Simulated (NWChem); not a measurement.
System: SnSiH4, singlet; SMILES [SiH3][SnH]

NWChem input:

```
start job
memory heap 200 mb stack 900 mb global 1100 mb
geometry units angstroms noautoz
  Sn    -0.006111     0.699920     0.088785
  H      1.761308     0.589882    -0.116739
  Si    -0.047052    -1.959906     0.015094
  H      0.800601    -2.523907     1.118578
  H      0.523237    -2.452471    -1.283535
  H     -1.415531    -2.554406     0.155386
end
basis spherical
  * library def2-tzvp
end
ecp
  Sn library def2-ecp
end
dft
  xc r2scan
  iterations 150
  mulliken
end
task dft energy
```

Low-valent species are run as closed-shell singlets; no triplet was tried in these runs. Structure relaxed at the PBE0/def2-SVP level. def2 effective core potentials on Sn; no spin-orbit coupling.

### Question
Predict the main results of this run. (r2SCAN/def2-TZVP with def2 effective core potentials on Sn.) Quantities: energy (Ha); highest occupied level (eV); orbital gap (eV); dipole (D).

### Answer
```json
{
  "energy (Ha)": "-506.22",
  "highest occupied level (eV)": "-5.73",
  "orbital gap (eV)": "1.89",
  "dipole (D)": "1.09"
}
```
